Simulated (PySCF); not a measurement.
# Spin-Hamiltonian simulation

Molecule: `O=Cc1ccoc1`, C₅H₄O₂.

Molfile (atoms numbered from 1):
```
C5H4O2
     RDKit          3D

 11 11  0  0  0  0  0  0  0  0999 V2000
   -2.7138    0.9518    0.2902 O   0  0  0  0  0  0  0  0  0  0  0  0
   -1.9918    0.0814   -0.1312 C   0  0  0  0  0  0  0  0  0  0  0  0
   -0.5341    0.0669    0.0193 C   0  0  0  0  0  0  0  0  0  0  0  0
    0.4018   -0.9176   -0.4473 C   0  0  0  0  0  0  0  0  0  0  0  0
    1.6270   -0.4762   -0.0586 C   0  0  0  0  0  0  0  0  0  0  0  0
    1.5138    0.6987    0.6078 O   0  0  0  0  0  0  0  0  0  0  0  0
    0.2195    1.0229    0.6535 C   0  0  0  0  0  0  0  0  0  0  0  0
   -2.4099   -0.7993   -0.6826 H   0  0  0  0  0  0  0  0  0  0  0  0
    0.1803   -1.8294   -0.9981 H   0  0  0  0  0  0  0  0  0  0  0  0
    2.6355   -0.8642   -0.1729 H   0  0  0  0  0  0  0  0  0  0  0  0
   -0.0488    1.9474    1.1581 H   0  0  0  0  0  0  0  0  0  0  0  0
  1  2  2  0
  2  3  1  0
  3  4  1  0
  4  5  2  0
  5  6  1  0
  6  7  1  0
  7  3  2  0
  2  8  1  0
  4  9  1  0
  5 10  1  0
  7 11  1  0
M  END
```

Computed data (PySCF): σ from GIAO-B3LYP/pcSseg-2, spin–spin couplings from B3LYP/pcJ-1 (without the spin–dipole term), PBE0-D3(BJ)/def2-SVP structure. Relativity neglected, a single conformation, no solvent.

Scale: 1H (σref 31.39) against TMS (reference shieldings calculated alike).

Shifts (ppm): H8 10.20, H9 6.87, H10 7.47, H11 8.21.
Couplings (Hz): H8–H11: -0.5; H9–H10: 2.4; H9–H11: 0.6; H10–H11: 1.5.

The 4-spin Hamiltonian (Zeeman plus full scalar coupling among like nuclei) was diagonalised exactly; lines are Lorentzian, 0.7 Hz wide, and the maxima above 3 % are listed with the tallest set to 100.

**Question.** Give the 1H peak list of this spin system at 60 MHz.

**Answer.** 
Hz from δ = 0 (height): 612.2 (100), 611.9 (100), 493.4 (50), 492.8 (44), 492.4 (45), 491.9 (53), 450.2 (38), 448.7 (41), 447.8 (47), 446.3 (41), 413.6 (51), 413.1 (51), 411.2 (46), 410.7 (45)

**Question.** And at 600 MHz?

**Answer.** 
Hz from δ = 0 (height): 6120.2 (100), 6119.9 (100), 4926.8 (51), 4926.2 (44), 4925.8 (44), 4925.2 (51), 4483.9 (40), 4482.4 (44), 4481.6 (44), 4480.1 (40), 4123.4 (48), 4122.9 (49), 4121.1 (48), 4120.6 (48)

**Question.** Among coupled protons with different shifts, which pair is furthest from first order, and how does the field change that?

**Answer.** H9 and H10: Δν/J is about 15.0 at 60 MHz (close to first order) and 150.0 at 600 MHz (close to first order). J in Hz doesn't depend on the field, while Δν in Hz grows in proportion to it.

Unscaled 3J(H,H) at this level run about 10 % above measured values.
